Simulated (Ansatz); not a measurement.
The same path of C$_{2}$H$_{8}$OSiTe (13 atoms, charge 0, multiplicity 1) was run 3 times with different band settings. The coordinate that changes most is the dihedral H7–C1–O2–C3.

Theory: RKS PBE-D4/def2-SVP in Ansatz.

Relaxed end points:

```xyz
13
Properties=species:S:1:pos:R:3
C -1.658 -0.568 1.086
O -1.085 0.074 -0.039
C 0.288 -0.058 -0.161
Si 0.866 0.620 -1.849
Te 1.482 1.095 1.404
H -2.749 -0.393 1.046
H -1.458 -1.665 1.075
H -1.246 -0.139 2.030
H 0.646 -1.101 0.012
H 0.758 2.119 -1.846
H -0.002 0.066 -2.949
H 2.292 0.204 -2.069
H 1.888 -0.288 2.275
```

```xyz
13
Properties=species:S:1:pos:R:3
C -1.611 -0.345 1.239
O -1.039 0.297 0.115
C 0.250 -0.095 -0.200
Si 0.768 0.648 -1.881
Te 1.830 0.599 1.291
H -1.654 -1.451 1.100
H -1.019 -0.125 2.159
H -2.638 0.048 1.357
H 0.391 -1.202 -0.173
H 0.991 2.126 -1.723
H -0.318 0.419 -2.899
H 2.035 -0.020 -2.330
H 2.035 -0.933 1.960
```

Common settings: spring 5.0 eV/Å²; optimiser quadratic models (default); start path IDPP; end points relaxed.

| run | movable images | climbing image | force threshold | iteration limit |
| --- | --- | --- | --- | --- |
| 1 | 5 | yes | 0.03 eV/Å | 60 |
| 2 | 8 | no | 0.03 eV/Å | 59 |
| 3 | 5 | yes | 0.5 eV/Å | 60 |

Q: What does each run give, and how far can it be trusted?

A: Run 1: converged after 7 iterations, highest image 0.111 eV above the first end. A vibrational analysis at the climbing image gives one clearly imaginary mode, 215i cm⁻¹: a first-order saddle point.
Run 2: converged after 7 iterations, highest image 0.108 eV above the first end. No image climbed, so the highest image needn't sit at the top of the path.
Run 3: converged after 2 iterations, highest image 0.118 eV above the first end. The threshold of 0.5 eV/Å is loose, so the images may lie well off the minimum-energy path. The order of the stationary point at the top wasn't checked.
